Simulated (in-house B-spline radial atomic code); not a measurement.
Values are calculated unless marked as measured or tabulated.
**Making a Troullier-Martins s channel for Ge, r_c = 1.77 bohr**

Ge, [Ar] 3d10 4s2 4p2, non-relativistic PBE, spherical and spin-unpolarised, from a B-spline radial code for spherical atoms (atomic units). The all-electron 4s level is ε = -0.418931 hartree, its outermost node lies just inside 0.79 bohr and its outer maximum at 1.76 bohr.

Inside r_c the pseudo-orbital is u(r) = r^1 exp(p(r)), with p = c0 + c2 r² + c4 r⁴ + … + c12 r¹². The seven coefficients follow from p and its first four derivatives at r_c, from zero curvature of the screened potential at the origin, c4 = −c2²/(2l + 5), and from the norm inside r_c. At r_c the all-electron orbital has P = 0.7521758, P' = 0.003582087, the screened potential V = -1.015842, V' = 1.195346, V'' = -2.12624, and the norm inside is Q = 0.3541927.

Q: What are p, p' and p'' at r_c?

A: p = ln(P/r_c^1) = ln(0.7521758/1.77) = -0.85576. p' = P'/P − 1/r_c = 0.00476 − 0.56497 = -0.56021. The radial equation gives p'' = 2(V − ε) − 2(1) p'/r_c − p'² = -1.19382 − (-0.63301) − 0.31383 = -0.87465. Differentiating, p''' = 2V' + 2(1)p'/r_c² − 2(1)p''/r_c − 2p'p'' = 2.0414, and p'''' = 2V'' − 4(1)p'/r_c³ + 4(1)p''/r_c² − 2(1)p'''/r_c − 2p''² − 2p'p''' = -6.5146.

For a trial c2 the five matching conditions are linear in c0, c6, c8, c10 and c12, and c2 is varied until the norm inside r_c equals Q. The root nearest zero gives:

```
 n           c_n
 0     -1.636272
 2      1.017554
 4    -0.2070831
 6     -0.143099
 8    0.07769658
10   -0.01457762
12  0.0009942614
```

Q: Check c4 and p(r_c), and find the screened pseudopotential at the origin.

A: −c2²/5 = -0.207083, as listed. The terms c_n r_c^n are -1.63627, 3.18789, -2.03253, -4.40024, 7.48494, -4.39966, 0.94011, which sum to -0.85576. Inverting the radial equation, V_l(r) = ε + 1 p'/r + (p'' + p'²)/2, so V_l(0) = ε + (2l + 3) c2 = -0.418931 + 3 × (1.01755) = 2.6337 hartree, finite where the all-electron potential diverges.

Orbitals and screened potentials:

```
r (bohr)        P        u  V all-electron  V pseudo
   0.177   0.1846  0.03557          -100.8     2.629
   0.442  -0.3372   0.1041          -21.46     2.467
   0.708  -0.1151    0.215          -7.918     1.689
   0.974   0.2892   0.3854          -3.851    0.1458
   1.239   0.5721   0.5796          -2.225    -1.239
   1.504   0.7134    0.713          -1.437    -1.427
    1.77   0.7522   0.7522          -1.016    -1.016
```

Logarithmic derivatives P'/P at R = 2.07 bohr, for energies E around ε:

```csv
E − ε (hartree),all-electron,pseudo
-0.5,0.505449,0.502701
-0.25,0.165313,0.164297
-0.1,-0.081182,-0.0813935
0,-0.269768,-0.269768
0.1,-0.483281,-0.483594
0.25,-0.86556,-0.86829
0.5,-1.76979,-1.79103
```

Q: With P(R) = 0.7202199 and a norm of 0.5189994 inside R, what slope in energy does norm conservation fix?

A: d(P'/P)/dE = −2 × (norm inside R)/P(R)² = -2.0011 per hartree·bohr at E = ε, for both atoms, since orbital and norm agree at R. Differences over ±0.1 hartree give -2.0105 (all-electron) and -2.0110 (pseudo), which also hold third-order terms. Half a hartree below ε the two curves differ by -0.0027.
